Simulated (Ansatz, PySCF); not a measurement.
Isomers of CH5BO2: 1 is CB(O)O, 2 is COBO; one conformer of each (the lowest of an xTB search), B3LYP-D3(BJ)/def2-TZVP minima.
Isomer 1 (charge 0, multiplicity 1):
```xyz
9

C     -1.09753    -0.17922    -0.02529
B      0.47159    -0.06512    -0.00854
O      1.13910     1.13147     0.11626
O      1.23472    -1.19181    -0.11452
H     -1.52017     0.14021     0.93256
H     -1.43058    -1.19971    -0.21177
H     -1.53813     0.46697    -0.79024
H      0.56168     1.89611     0.18665
H      2.17931    -0.99891    -0.08511
```
Isomer 2 (charge 0, multiplicity 1):
```tsv
atom	x (Å)	y (Å)	z (Å)
C	-1.3246	0.3449	-0.0735
O	0.0836	0.5225	-0.0027
B	0.9523	-0.5178	-0.0933
O	2.2900	-0.2862	-0.0189
H	-1.7131	0.9185	-0.9160
H	-1.5880	-0.7071	-0.2022
H	-1.7762	0.7187	0.8464
H	0.5770	-1.6421	-0.2376
H	2.4991	0.6487	0.0975
```

No zero-point or thermal terms.

Codes used: Ansatz (an electronic-structure program) with Gaussian orbitals; PySCF for the dispersion terms. Each number belongs to the level named beside it.

### Question
Estimate the electronic energy of isomer 2 less that of isomer 1 that B97M-V/def2-TZVPP returns for this input.

### Answer
24.9 kcal/mol

### Question
Predict the electronic energy of isomer 2 less that of isomer 1 from r2SCAN-D4/def2-TZVPP.

### Answer
24.3 kcal/mol

### Question
Estimate the electronic energy of isomer 2 less that of isomer 1 that revPBE/def2-TZVPP returns for this input.

### Answer
22.9 kcal/mol
